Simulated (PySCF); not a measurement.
## Orbital picture of BeC⁺

UHF at R = 1.582 Å; PySCF, no relativity, basis sets Be aug-pcseg-1, C aug-pcseg-1. State: ⁴Σ⁻ (quartet), unpaired electrons σ ↑, π ↑↑. Only the outer orbitals are listed, counted within each symmetry.

```csv
spin,orbital,occ.,ε (eV),on Be (%),main shells (%)
α,3σ,1,-31.28,7,92 C s
α,4σ,1,-20.18,18,"77 C p, 11 Be s"
α,1π,1,-18.04,8,"90 C p, 8 Be p"
α,1π,1,-18.04,8,"90 C p, 8 Be p"
α,5σ,0,-7.84,108,"74 Be s, 34 Be p"
α,2π,0,-4.13,108,108 Be p
α,2π,0,-4.13,108,108 Be p
β,3σ,1,-23.78,17,"70 C s, 12 C p, 9 Be p"
β,4σ,0,-7.66,105,"71 Be s, 34 Be p"
β,1π,0,-5.34,81,"81 Be p, 18 C p"
β,1π,0,-5.34,81,"81 Be p, 18 C p"
```

Problem. Which are the highest filled and the lowest empty level, where do they sit, and how wide is the gap?

Solution. Highest filled α 1π at -18.04 eV (in %: 90 C p, 8 Be p); lowest empty α 5σ at -7.84 eV (in %: 74 Be s, 34 Be p); the gap at UHF is 10.20 eV.

| Quantity | Value |
| --- | --- |
| bond order (Mayer) | 0.97 |
| ⟨S²⟩ | 3.752 |
| charge on Be (Mulliken, basis-dependent) | 1.42 |
| charge on Be (Löwdin, basis-dependent) | 1.07 |
| dipole moment (positive dipole points towards C; it is taken about the centre of mass and depends on that origin) | -6.17 D |
| polarisability along the bond | 19.9 bohr³ |
| polarisability across the bond | 15.9 bohr³ |

Shares are Mulliken populations and can fall outside 0 to 100 %.

The state is the lowest determinant that a PBE0 search found; another state may lie lower at other levels.
